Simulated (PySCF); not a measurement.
Steps of a relaxation of [Gd(NH2)4]−

[Gd(NH2)4]− (singlet in the valence; each metal's 4f electrons, 7 of them, lie in its core potential, out of spins and levels). PySCF 2.14.0, RKS PBE, Gd lcecp-1-SVP with ECP53, N def2-SVP, H def2-SVP; non-relativistic Hamiltonian with scalar-relativistic core potentials where named; density fitting; no spin-orbit coupling. Origin of the start: displaced along the imaginary mode. Columns: position (Å) and force (eV/Å). Energies are counted from the last step; some of the 28 steps are shown. Forces carry noise of the integration grid, about 0.01 to 0.03 eV/Å.

Run from Python with OMP_NUM_THREADS=2. Where DIIS fails, smearing, a level shift and second-order steps follow.
It took 3.6 min on 2 threads of Arm Neoverse V2 (shared host), from the converged density of the start.

```xyz
13
step 0  E = 0.238 eV
Gd    0.0000    0.0000    0.0000     0.00    0.00    0.00
N     1.1382    1.4073    1.4086     0.73    0.56    0.45
H     1.7852    1.1042    2.1935    -0.60    0.51   -0.84
H     1.3554    2.4262    1.2095    -0.10   -1.09    0.36
N    -1.1382   -1.4086    1.4073    -0.73   -0.45    0.56
H    -1.3554   -1.2095    2.4262     0.10   -0.36   -1.09
H    -1.7852   -2.1935    1.1042     0.60    0.84    0.51
N     1.1382   -1.4073   -1.4086     0.73   -0.56   -0.45
H     1.3554   -2.4262   -1.2095    -0.10    1.09   -0.36
H     1.7852   -1.1042   -2.1935    -0.60   -0.51    0.84
N    -1.1382    1.4086   -1.4073    -0.73    0.45   -0.56
H    -1.7852    2.1935   -1.1042     0.60   -0.84   -0.51
H    -1.3554    1.2095   -2.4262     0.10    0.36    1.09
```

```xyz
13
step 9  E = 0.029 eV
Gd    0.0000    0.0000    0.0000     0.00    0.00    0.00
N     1.2903    1.3511    1.3210    -0.04    0.18    0.00
H     2.0900    1.1163    1.9277     0.00   -0.01   -0.05
H     1.2356    2.3845    1.3416     0.02   -0.17    0.02
N    -1.2903   -1.3210    1.3511     0.04    0.00    0.18
H    -1.2356   -1.3416    2.3845    -0.02   -0.02   -0.17
H    -2.0900   -1.9277    1.1163     0.00    0.05   -0.01
N     1.2903   -1.3511   -1.3210    -0.04   -0.18    0.00
H     1.2356   -2.3845   -1.3416     0.02    0.17   -0.02
H     2.0900   -1.1163   -1.9277     0.00    0.01    0.05
N    -1.2903    1.3210   -1.3511     0.04    0.00   -0.18
H    -2.0900    1.9277   -1.1163     0.00   -0.05    0.01
H    -1.2356    1.3416   -2.3845    -0.02    0.02    0.17
```

```xyz
13
step 18  E = 0.005 eV
Gd    0.0002    0.0000    0.0000     0.00    0.00    0.00
N     1.3348    1.3422    1.2821     0.00    0.00   -0.02
H     2.2241    1.0820    1.7336    -0.01   -0.01    0.00
H     1.2593    2.3615    1.4095     0.01    0.02    0.01
N    -1.3340   -1.2823    1.3424    -0.01    0.03   -0.05
H    -1.2609   -1.4084    2.3608     0.00   -0.02    0.07
H    -2.2234   -1.7338    1.0821     0.01    0.00   -0.01
N     1.3348   -1.3422   -1.2821     0.00    0.00    0.02
H     1.2593   -2.3615   -1.4095     0.01   -0.02   -0.01
H     2.2241   -1.0820   -1.7336    -0.01    0.01    0.00
N    -1.3340    1.2823   -1.3424    -0.01   -0.03    0.05
H    -2.2234    1.7338   -1.0821     0.01    0.00    0.01
H    -1.2609    1.4084   -2.3608     0.00    0.02   -0.07
```

Task: Where does the relaxation end?

Result: It converges at step 27 in S4:
```xyz
13
step 27  E = 0
Gd    0.0001    0.0000    0.0000
N     1.3734    1.3491    1.2329
H     2.2440    1.0167    1.6751
H     1.3494    2.3606    1.4219
N    -1.3732   -1.2329    1.3492
H    -1.3492   -1.4203    2.3612
H    -2.2445   -1.6745    1.0180
N     1.3734   -1.3491   -1.2329
H     1.3494   -2.3606   -1.4219
H     2.2440   -1.0167   -1.6751
N    -1.3732    1.2329   -1.3492
H    -2.2445    1.6745   -1.0180
H    -1.3492    1.4203   -2.3612
```

Task: How did the contacts change?

Result: 
| contact | start (Å) | end (Å) |
| --- | --- | --- |
| Gd1–N2 (NH2) | 2.294 | 2.286 |
| Gd1–N5 (NH2) | 2.294 | 2.286 |
| Gd1–N8 (NH2) | 2.294 | 2.286 |
| Gd1–N11 (NH2) | 2.294 | 2.286 |


An lcecp potential fixes the number of 4f electrons, so in runs with it no electron can move into or out of that shell.
